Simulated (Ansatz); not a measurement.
Program: Ansatz 0.2.0.

AsH₅OSi (`[SiH3]O[AsH2]`) at its PBE0-D4/def2-TZVP geometry, where that method's forces vanish. Charge 0, multiplicity 1.

| atom | x (Å) | y (Å) | z (Å) |
| --- | --- | --- | --- |
| Si1 | 0.424 | 0.813 | 0.965 |
| O2 | 0.038 | -0.549 | 0.128 |
| As3 | -0.664 | -0.600 | -1.525 |
| H4 | -0.767 | 1.687 | 1.147 |
| H5 | 1.472 | 1.600 | 0.258 |
| H6 | 0.933 | 0.375 | 2.286 |
| H7 | 0.287 | -1.671 | -2.058 |
| H8 | -1.722 | -1.654 | -1.202 |

(1) For each bond, give half the difference of the two atoms' forces along it (eV/Å; positive pushes the atoms apart) under PBE-D4, r2SCAN-D4, B3LYP-D4, ωB97M-V in def2-TZVPP. (Best estimate.)

Answers

(1) The calculation gave: 
| bond | length (Å) | PBE-D4 | r2SCAN-D4 | B3LYP-D4 | ωB97M-V |
| --- | --- | --- | --- | --- | --- |
| Si1–O2 | 1.644 | 0.26 | 0.04 | 0.04 | 0.11 |
| Si1–H4 | 1.489 | 0.01 | -0.04 | -0.07 | -0.11 |
| Si1–H5 | 1.489 | 0.01 | -0.03 | -0.07 | -0.11 |
| Si1–H6 | 1.482 | 0.06 | -0.02 | -0.11 | -0.15 |
| O2–As3 | 1.797 | 0.46 | 0.15 | 0.30 | 0.06 |
| As3–H7 | 1.528 | 0.25 | 0.00 | 0.01 | -0.14 |
| As3–H8 | 1.528 | 0.25 | 0.00 | 0.01 | -0.14 |

B3LYP here is the variant with VWN-RPA as its local correlation; programs differ in this.
